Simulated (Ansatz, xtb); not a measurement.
## Relaxing a trial structure of BrHN2Si

The starting geometry of this gas-phase singlet has its atoms placed at random.

```xyz
5

Br    0.1803    1.9408   -0.2867
N     0.2834   -0.2669    0.7929
N     1.5843   -0.8312    1.0489
Si   -0.7477   -1.4147   -0.6469
H    -0.8317    0.7370    0.8544
```

Problem. One run relaxed it with r2SCAN-D4/def2-SVP. What is a likely outcome?

Solution. It falls apart into N2Si + BrH. Distances that change by over a tenth: N2–N3 (1.44 → 1.24 Å). Contacts that close: Br1–H5 (1.94 → 1.45 Å), N2–Si4 (2.11 → 1.84 Å), N3–Si4 (2.94 → 1.86 Å).

The energy falls by 5.90 eV over 26 steps:

```
step  E − E(last) (eV)
   1             5.905
   4             0.873
   7             0.068
   9             0.021
  12             0.018
  15             0.014
  18             0.007
  20             0.003
  23             0.000
  26             0.000
```

Final geometry (Å):

```xyz
5

Br   -0.3429    2.7982    0.2938
N     0.0980   -0.5207    0.3114
N     0.9591   -1.1605    0.9265
Si   -0.0930   -2.3092   -0.0840
H    -0.1527    1.3571    0.3149
```

From the same start GFN2-xTB ends elsewhere, differing in Br1–Si4 (2.24 against 5.13 Å here), Br1–H5 (4.84 against 1.45 Å here), N3–Si4 (2.77 against 1.86 Å here), N3–H5 (1.03 against 2.82 Å here).

From so rough a start the end depends on the optimiser's path, so another program may land elsewhere. The end wasn't checked by frequencies. Run with Ansatz 0.2.0, 47 s on 1 thread of Intel(R) Xeon(R) 6975P-C (Granite Rapids), on a shared host.
